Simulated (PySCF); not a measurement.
Species: N,N-diethylacetamide, C6H13NO.
Numbering: `[CH3:1][CH2:2][N:3]([CH2:4][CH3:5])[C:6]([CH3:7])=[O:8]` (hydrogens: H9, H10, H11 on C1; H12, H13 on C2; H14, H15 on C4; H16, H17, H18 on C5; H19, H20, H21 on C7)

The calculation used PBE0-D3(BJ)/def2-SVP geometry optimisation, gas phase in PySCF.

Q: Give the optimised bond lengths and angles.

A: 
```tsv
bond	length (pm)
C1–C2	152.0
C2–N3	145.2
N3–C4	144.7
C4–C5	152.2
N3–C6	136.8
C6–C7	151.5
C6=O8	121.8
C1–H9, C1–H10, C1–H11	110.1
C2–H12, C2–H13	110.1
C4–H14, C4–H15	110.1
C5–H16, C5–H17, C5–H18	110.1
C7–H19, C7–H20, C7–H21	109.9
```

Bonds in one row agree within 1 pm and their mean is given. A selection of angles:
```tsv
angle	degrees
C1–C2–N3	112.9
C2–N3–C4	117.7
C2–N3–C6	117.7
C4–N3–C6	124.6
N3–C4–C5	113.8
N3–C6–C7	117.4
N3–C6–O8	121.5
C7–C6–O8	121.1
```

Torsions: C1–C2–N3–C4 92° (anticlinal); C2–N3–C4–C5 85° (synclinal); C2–N3–C6–C7 180° (antiperiplanar). The mirror-image conformer, all signs reversed, is as good.

N3 (amide nitrogen) is planar (angles 124.6°, 117.7° and 117.7°, sum 360.0°, 0.00 Å off the plane of its three neighbours). The 3 C–N bonds span 1.368 Å (N3–C6, drawn single) to 1.452 Å (C2–N3, drawn single), a spread of 0.084 Å. Of the pairs four or more bonds apart, C7···H14 is among the closest relative to their van der Waals radii: 2.49 Å, 86 % of the sum of Bondi's values.

Point group: C1 (no symmetry element, even within 0.4 Å). No frequency check. One conformer, not necessarily the lowest.
